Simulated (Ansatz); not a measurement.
Consider the cleavage of the Si–Si bond: `F[SiH2][SiH](Cl)Cl` + `O[SiH2]F` → `F[SiH2]O[SiH2]F` + dichlorosilane.

Calculated with Ansatz (gas phase, PBE0-D4/def2-TZVP geometries, no zero-point term in ΔE). CCSD(T)/CBS is the MP2 limit (def2-TZVPP, def2-QZVPP) plus CCSD(T) − MP2 in def2-TZVPP, frozen cores. DFT in def2-TZVPP. One conformer a species, not always the lowest.

```
       level  ΔE (kJ/mol)
      B2PLYP       -144.9
MP2/def2-SVP       -146.6
```

**Question.** What does CCSD(T)/CBS give? (An estimate is asked.)

**Answer.** Computed: -141.1 kJ/mol. The listed levels differ from it by -3.8, -5.5 kJ/mol.

Largest T1 diagnostic among the species: 0.012.

From PBE to PBE0 (25 % exact exchange), in def2-TZVPP and without D4, ΔE moves by −11.2 kJ/mol. Leaving LDA and LC-ωPBE aside and taking each functional with its dispersion term where it has one, the values, not all of them listed here, spread over 39.6 kJ/mol, from BHLYP-D4 to revPBE-D4. LDA lies −3.8 kJ/mol from PBE without D4.
